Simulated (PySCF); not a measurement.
A structure optimised at PBE-D3(BJ)/def2-SVP, used in a PySCF frequency run:

```
B
O 1 1.3755
H 2 0.9724 1 114.38
O 1 1.3776 2 125.92 3 0.00
H 4 0.9730 1 114.17 2 0.00
S 1 1.8264 2 115.59 3 180.00
C 6 1.8307 1 101.04 2 180.00
H 7 1.1059 6 106.76 1 180.00
H 7 1.1060 8 109.33 6 120.30
H 7 1.1060 8 109.33 9 119.40
```

**Question.** Write its SMILES, formula and point group.

**Answer.** CSB(O)O, CH5BO2S, Cs

**Question.** What are its rotational constants (standard atomic weights)?

**Answer.** 6.6894, 2.9525, 2.0759 GHz
